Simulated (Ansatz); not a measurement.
Cost and result for the atomization energy of GaH$_{2}$ (`[GaH2]`) radical (3 atoms, 2 bonds).

Charge 0, multiplicity 2. Correlated methods include outer-core shells of Ga, which these sets cover unevenly. Scalar relativity is left out up to krypton. The structure was optimised at the PBE0-D4/def2-TZVP level. Program: Ansatz. All runs use 2 threads of a server CPU on a shared host. Times are those of one run each, without the atoms' runs, and a repeat can differ threefold. Electronic energies, without spin–orbit coupling; frozen cores. CCSD(T)/CBS adds CCSD(T) − MP2 in def2-TZVPP to the MP2 limit, and its time is that of the two runs behind it. T1 = 0.015; ⟨S²⟩ of the reference is 0.76. With those shells the extrapolation isn't a true limit. B3LYP takes the VWN-RPA correlation (the form of Gaussian; ORCA's B3LYP/G).

CCSD(T)/CBS is a level of theory with its own doubt, some kJ/mol a heavy atom from the limit and from the frozen cores, so smaller differences don't rank the functionals.

```
                            level  functions  wall time
           LDA (SPW92)/def2-TZVPP         76        1 s
                 CCSD(T)/def2-SVP         42      1.3 s
              BHLYP-D4/def2-TZVPP         76      1.5 s
          CAM-B3LYP-D4/def2-TZVPP         76      1.5 s
B3LYP-D4/def2-TZVPP (with forces)         76      1.6 s
               BLYP-D4/def2-TZVPP         76      1.6 s
             revPBE-D4/def2-TZVPP         76      1.7 s
            r2SCANh-D4/def2-TZVPP         76      2.7 s
                B2PLYP/def2-TZVPP         76      3.8 s
               CCSD(T)/def2-TZVPP         76        5 s
 ωB97M-V/def2-TZVPP (with forces)         76        7 s
               CCSD(T)/def2-QZVPP        149       24 s
                CCSD(T)/CBS(def2)          –       29 s
```

(1) What atomization energy does each give, and how far from CCSD(T)/CBS? (An estimate is asked.)

## Answers

(1) The calculation gave: 
```
                            level  atomization (kJ/mol)  difference from CCSD(T)/CBS  per bond
           LDA (SPW92)/def2-TZVPP                 527.4                         57.9      28.9
                 CCSD(T)/def2-SVP                 451.2                        -18.3      -9.1
              BHLYP-D4/def2-TZVPP                 470.9                          1.4       0.7
          CAM-B3LYP-D4/def2-TZVPP                 477.9                          8.4       4.2
B3LYP-D4/def2-TZVPP (with forces)                 471.4                          1.9       0.9
               BLYP-D4/def2-TZVPP                 461.0                         -8.5      -4.2
             revPBE-D4/def2-TZVPP                 457.0                        -12.5      -6.3
            r2SCANh-D4/def2-TZVPP                 484.6                         15.1       7.6
                B2PLYP/def2-TZVPP                 467.0                         -2.5      -1.2
               CCSD(T)/def2-TZVPP                 474.8                          5.3       2.7
 ωB97M-V/def2-TZVPP (with forces)                 471.8                          2.3       1.2
               CCSD(T)/def2-QZVPP                 477.9                          8.4       4.2
                CCSD(T)/CBS(def2)                 469.5                          0.0       0.0
```

At CCSD(T), def2-SVP lies −18.3 kJ/mol from the extrapolated value and def2-TZVPP +5.3 kJ/mol. In def2-TZVPP, CCSD(T) changes the Hartree–Fock value by +113.2 kJ/mol (the triples alone add +1.2 kJ/mol) and MP2 by +97.9 kJ/mol; breaking electron pairs costs correlation energy, which Hartree–Fock lacks. The D4 term adds +3.4 kJ/mol with B3LYP and +1.7 kJ/mol with PBE0; it sums over pairs of atoms, weighted by their polarisabilities, and B3LYP, whose exchange is more repulsive, gets the larger term.
